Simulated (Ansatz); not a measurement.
Several settings on one geometry of cyclo-(H2SnO)2 (Sn2O2H4) (that of the charge 0 singlet, B3LYP-D4/def2-SVP). Ansatz on 4 threads of Arm Neoverse V2 on a shared host; times are rough.

Cartesian coordinates in Å:
```
Sn -0.445 0.534 -1.319
H -0.046 2.116 -1.861
H -1.398 -0.386 -2.417
O 1.138 -0.486 -0.581
Sn 0.445 -0.534 1.319
H 1.398 0.385 2.417
H 0.046 -2.116 1.861
O -1.138 0.486 0.581
```

Totals from different functionals, basis sets or treatments of relativity can't be compared as stabilities.

In the def2 sets Sn takes a core potential; there is no spin–orbit coupling.

The spins typed aren't always the lowest for that charge.

(1) Give the basis size and estimate the energy, ⟨S²⟩, dipole and time of these runs.

```json
{"run": "1", "method": "RKS ωPBEh/def2-mTZVP", "charge": "0", "state": "singlet", "further keys": "pseudopotentials: {relativity: none}; forces asked"}
{"run": "2", "method": "UKS ωPBEh/def2-SVPD", "charge": "0", "state": "singlet", "further keys": "pseudopotentials: {relativity: none}; scf: {omitted_lower_state_checks: [starts]}"}
{"run": "3", "method": "UKS r2SCAN0-D3(BJ)/def2-mTZVP", "charge": "0", "state": "triplet", "further keys": "scf: {omitted_lower_state_checks: [starts]}; forces asked"}
```

## Answers

(1) 
```
run  functions  energy (Eh)  ⟨S²⟩  dipole (D)  wall time
  1        132    -581.3626     –        0.00      2.5 s
  2        142    -581.1898  0.00           –      3.9 s
  3        132    -581.3377  2.01        0.98       19 s
```
